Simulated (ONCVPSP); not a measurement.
**sulfur (S), ONCV: configuration errors across variants**

ONCVPSP 4.0.1 input, shortened (lines: element, Z, core and valence counts, functional; n l f; lmax; l rc ep ncon nbas qcut; lloc lpopt rc5 dvloc0; l nproj debl; icmod fcfact rcfact), LDA (Perdew-Wang 92), scalar-relativistic:

```
  S 16.00    3    2  -001012      upf
    1    0    2.00
    2    0    2.00
    2    1    6.00
    3    0    1.75
    3    1    4.25
    2
    0    1.40    0.00    5   10    4.50
    1    1.35    0.00    4    8    6.30
    2    1.25    0.37    4    8    7.90
    4    5    1.15    0.00
    0    2    2.70
    1    2    2.70
    2    1    2.60
    0    0.00    0.00
```

All-electron excitation energies from the reference (eV): (1) 3s2 3p4 -2.548; (2) 3s2 3p3 9.310; (3) 3s2 3p2 31.680; (4) 3s1 3p4 20.110.

1 further variants failed, have other tests or too few solved ones, and are left out.

Errors AE − PS in meV (a dash: test not solved or not reliable):

```
    change   (1)   (2)  (3)   (4)  bound ghosts  GHOST(+) flags above zero
      base  +0.2  +1.7  +22  +4.7          none                          s
s: rc 1.16  +0.2  +1.8  +22  +4.4          none                          s
 s: rc 1.3  +0.2  +1.7  +21  +4.8          none                       none
s: rc 1.54  +0.2  +1.9  +23  +3.8          none                          s
s: rc 1.68  +0.1  +2.4  +25  +2.2          none                          s
s: rc 1.88  -0.1  +3.6  +32  -1.9          none                          s
s: rc 2.02  -0.3  +4.8  +38  -5.8          none                          s
```

Give the same row for: s: rc 1.46.

+0.2, +1.8, +22, +4.4; bound ghosts: none; GHOST(+) flags above zero: s.
